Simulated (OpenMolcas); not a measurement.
Computed levels of 2s² 2p³ in ions with 7 electrons, in cm-1 above ⁴S°_3/2.

```
Program             : OpenMolcas
Method              : RASSCF
Basis               : ANO-RCC-VQZP
Scalar Hamiltonian  : DKH2, point nucleus
Spin-orbit coupling : state interaction with AMFI integrals over the reference wave functions, term energies averaged over their components
```

Active space for each ion: 3 electrons in 9 orbitals (RAS2 2p; RAS3 3s 3d, at most 1 electron).

```json
{"Level": "²D°_3/2", "N": "23011", "O+": "30589", "Ne3+": "45079"}
{"Level": "²D°_5/2", "N": "23011", "O+": "30591", "Ne3+": "45098"}
{"Level": "²P°_1/2", "N": "37994", "O+": "50653", "Ne3+": "74855"}
{"Level": "²P°_3/2", "N": "37994", "O+": "50655", "Ne3+": "74880"}
```

**Question.** Estimate ²D°_3/2, ²D°_5/2 for F2+ from its neighbours O+ and Ne3+.

**Answer.** ²D°_3/2 is another term, which grows about linearly with the charge: (30589 + 45079) / 2 = 37834. The calculation gives 37943, so the estimate is off by -0.3 %.
²D°_5/2 is another term, which grows about linearly with the charge: (30591 + 45098) / 2 = 37844. The calculation gives 37950, so the estimate is off by -0.3 %.

With the s shell closed, the reference lacks s² → p² mixing. Without dynamic correlation excited terms often stand tens of per cent too high (terms of higher spin than the ground term too low), and those without a measured partner can miss by more than the paired ones (holds for N; O+). No level of 2s² 2p² 3d was computed, though it lies in the active space (holds for N). Only configurations of the active space appear.

° marks odd parity.
